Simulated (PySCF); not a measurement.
NMR data simulated for an unnamed compound:

1H NMR (500 MHz, computed): δ 4.32 (ddt, J = 72.7, 6.3, 2.9 Hz, 1H), 4.12 (m, 2H), 4.11 (m, 2H), 1.05 (m, 1H), 0.68 (m, 1H), 0.48 (m, 1H).

13C{1H} NMR (computed): δ 73.4 (CH, d, J = 292.7 Hz), 68.1 (CH2), 12.7 (CH2, d, J = 6.0 Hz), 2.5 (CH, d, J = 7.6 Hz).

All values are calculated (PySCF 2.14.0 with density-fitted response routines): B3LYP/pcJ-1 coupling constants (spin–dipole term only in couplings to heteroatoms), shielding tensors at PBE0/pcSseg-1 (GIAO), geometry: PBE0-D3(BJ)/def2-SVP. No relativistic terms, a single conformation, one averaged value for each set of equivalent atoms, no solvent model.

δ = σ(ref) − σ, references computed at the same level: 1H and 13C vs TMS.

Question: Which of these does the molecule contain: a (CH3)2CH unit, a benzene ring, a three-membered ring, a non-aromatic C=C double bond?

Answer: 
- A (CH3)2CH unit: no.
- A benzene ring: no.
- A three-membered ring: yes.
- A non-aromatic C=C double bond: no.

The data belong to `O1B([C@H]2[C@H](F)C2)OCC1`, C$_{5}$H$_{8}$BFO$_{2}$; they needn't prove each group on their own.

Carbon signals by region: 2 at 50–100 ppm, 2 below 50 ppm.

A carbon bonded to boron is broadened by the quadrupolar boron nucleus and is often missing from a measured spectrum. C–F couplings over four or more bonds (about 3 Hz to the para carbon of a fluoroarene) are left out. Common functionals overestimate the size of one-bond C–F couplings by tens of Hz; these are unscaled. Splittings below 1 Hz are ignored in the labels, and close J values are merged. Couplings among chemically equivalent protons are left out too, so labels in AA′BB′ or AA′XX′ sets are apparent multiplicities. Unscaled 3J(H,H) at this level run about 10 % above measured values. Shifts are as computed. Against solution values, carbons near 30 ppm lie about +2 ppm off and those near 130 ppm about +5 ppm. Of 1309 compounds with measured shifts, 239 miss one by over three times the rms of a fit or turn the order of signals round; such compounds aren't used in these exercises. Vicinal couplings across rotatable single bonds and in flexible rings belong to the one computed conformer; a conformer average would change them.
